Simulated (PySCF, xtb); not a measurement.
CdTe, SMILES [Cd]=[Te].

Harmonic wavenumbers (cm⁻¹) from GFN2-xTB (xtb) at its own minimum, in rising order: 265.

Q: What does PBE-D3(BJ)/def2-TZVP run with PySCF give at its own minimum? (Estimate from the structure and the level; the computed values follow.)

A: 200. Paired by order, the mean absolute difference is 65 cm⁻¹ and the zero-point energies are 0.4 and 0.3 kcal/mol.
